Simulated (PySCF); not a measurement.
# Input and output of a scripted DFT run

The script drives PySCF SCF with an in-house response code with single-precision fitted integrals, so total energies wander by about 1e-6 Eh between cycles (the fitting error itself is about 1e-3 Eh and cancels in differences); atoms count from 0. Kgrid is the grid level of the response kernel; vcut the energy (Eh) above which virtual orbitals leave the response; delta the states run by ΔSCF (the anion only where the lumo is low enough to bind); pop asks for populations, which are stored and not printed; grid is the SCF grid level (2 if not given).

The basis has no diffuse functions, so the polarisability comes out too low.

Job and coordinates (Å):

```
{"job": {"kind": "uv", "basis": "6-31G*", "grid": 1, "kgrid": 0, "vcut": 1.5, "nstates": 6, "ntriplets": 2, "tda": false, "delta": [], "pop": true, "xc": "B3LYP"}, "charge": 0, "multiplicity": 1}
B      2.575626     0.871524    -0.588344
N      1.975169     2.057109    -1.112894
B      2.185005     1.780588     1.684428
N      1.127680     2.576652     1.141029
B      0.907340     2.556157    -0.287203
N     -0.425969     2.665284    -0.824767
B     -0.016293     2.709262     2.012372
N     -1.231296     2.154035     1.499064
B     -0.781390     2.727442    -2.212744
N     -1.736728     1.811640    -2.710355
B     -1.323214     1.961391     0.072359
N     -2.099690     0.887562    -0.468165
B     -1.939097     1.252115     2.370609
N     -2.254522    -0.040632     1.850357
B     -2.116180     0.690292    -1.888175
N     -2.236164    -0.636043    -2.406732
B     -2.182990    -0.241663     0.424109
N     -1.880809    -1.526802    -0.130862
B     -2.118836    -1.197577     2.702107
N     -1.516737    -2.345299     2.143059
B     -1.730076    -1.673498    -1.549803
N     -0.822834    -2.675939    -2.028040
B     -1.115941    -2.359930     0.766320
N      0.150619    -2.839535     0.256265
B      0.336112    -2.772711    -1.173438
N      1.638596    -2.462734    -1.688880
B      1.277425    -2.531656     1.107388
N      2.278268    -1.668870     0.560309
B      2.330482    -1.503394    -0.873770
N      2.828251    -0.276970    -1.413318
B      2.726850    -0.589238     1.403403
N      2.697440     0.725978     0.844456
H      1.867872     2.142712    -2.112383
H      2.491273     1.860879     2.811485
H      0.086319     3.066983     3.121125
H     -0.257854     3.488226    -2.941574
H     -1.948327     1.804542    -3.696709
H     -2.094449     1.506083     3.502675
H     -2.200824    -0.771199    -3.406544
H     -2.403205    -1.159346     3.837311
H     -1.191090    -3.077419     2.753862
H     -0.693399    -2.765078    -3.025399
H      1.753652    -2.415029    -2.690673
H      1.288890    -2.823504     2.242607
H      2.841138    -0.160074    -2.415724
H      2.951848    -0.762814     2.539752
```

Command:

```bash
OMP_NUM_THREADS=2 python large_run.py task.json out
```

Problem. What does the program print?

Solution. 
```
start: PBE on a coarse grid of 39675 points
cycle   1  E = -1281.6079924984  dE =  5.916e+00  |g| = 1.505e+00  |ddm| = 7.730e+00
cycle   2  E = -1280.6438061400  dE =  9.642e-01  |g| = 2.530e+00  |ddm| = 3.814e+00
cycle   3  E = -1282.1123166183  dE = -1.469e+00  |g| = 2.558e-01  |ddm| = 2.606e+00
cycle   4  E = -1282.1281119116  dE = -1.580e-02  |g| = 1.104e-01  |ddm| = 3.720e-01
cycle   5  E = -1282.1307867330  dE = -2.675e-03  |g| = 3.633e-02  |ddm| = 1.201e-01
cycle   6  E = -1282.1310908324  dE = -3.041e-04  |g| = 1.255e-02  |ddm| = 4.602e-02
cycle   7  E = -1282.1311245465  dE = -3.371e-05  |g| = 2.797e-03  |ddm| = 1.256e-02
final grid: 175525 points
cycle   8  E = -1283.5534280325  dE = -1.072e-02  |g| = 1.534e-01  |ddm| = 3.945e-01
cycle   9  E = -1283.5500849860  dE =  3.343e-03  |g| = 1.960e-01  |ddm| = 2.453e-01
cycle  10  E = -1283.5581749039  dE = -8.090e-03  |g| = 1.105e-02  |ddm| = 1.438e-01
cycle  11  E = -1283.5582056053  dE = -3.070e-05  |g| = 4.017e-03  |ddm| = 1.657e-02
cycle  12  E = -1283.5582072215  dE = -1.616e-06  |g| = 1.111e-03  |ddm| = 4.442e-03
cycle  13  E = -1283.5582100157  dE = -2.794e-06  |g| = 4.216e-04  |ddm| = 1.189e-03
cycle  14  E = -1283.5582073814  dE =  2.634e-06  |g| = 8.913e-05  |ddm| = 4.365e-04
converged SCF energy = -1283.5582073814

Static polarisability (au): isotropic 235.859, principal 208.911 237.269 261.398

Singlet excitations
state   eV       nm        f      main configurations
  1   5.0144    247.3   0.00613   H->L 0.89
  2   5.0794    244.1   0.00375   H-1->L 0.84
  3   5.3145    233.3   0.00201   H->L+1 0.91
  4   5.4094    229.2   0.00016   H-1->L+1 0.95
  5   5.6994    217.5   0.01732   H->L+2 0.55, H-2->L 0.19, H-3->L 0.13
  6   5.7405    216.0   0.00049   H-3->L 0.56, H-2->L 0.15, H-4->L 0.10

Triplet excitations (Tamm-Dancoff, eV): 4.7502 4.8603
```

The run took 70 s of wall time on 2 threads of Intel Xeon 6975P-C (shared host), peak memory 1.7 GiB.
